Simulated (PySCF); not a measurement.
Sn(OH)(NH2)3 (H₇N₃OSn), SMILES [NH2][Sn]([NH2])([NH2])[OH]. The structure is a stationary point at PBE0-D3(BJ)/def2-SVP. The structure was generated by enumeration; whether it is a known compound was not checked. The def2 effective core potentials stand for the cores of Sn; spin–orbit coupling is left out. Other conformers were not sampled.

Computed equilibrium geometry at PBE0-D3(BJ)/def2-SVP (PySCF confirms it by a frequency run) as bond lengths and angles (one conformer of several):
Atoms: N1 Sn2 N3 N4 O5 H6 H7 H8 H9 H10 H11 H12. Bond lengths (Å): N1–Sn2 2.031, N1–H6 1.019, N1–H7 1.019, Sn2–N3 2.026, Sn2–N4 2.033, Sn2–O5 1.988, N3–H8 1.018, N3–H9 1.019, N4–H10 1.019, N4–H11 1.019, O5–H12 0.964. Bond angles (°): Sn2–N1–H6 112.0, Sn2–N1–H7 111.7, H6–N1–H7 107.1, N1–Sn2–N3 116.5, N1–Sn2–N4 104.8, N1–Sn2–O5 106.7, N3–Sn2–N4 111.2, N3–Sn2–O5 101.9, N4–Sn2–O5 116.1, Sn2–N3–H8 113.1, Sn2–N3–H9 111.4, H8–N3–H9 108.3, Sn2–N4–H10 112.6, Sn2–N4–H11 112.6, H10–N4–H11 107.2, Sn2–O5–H12 110.8.
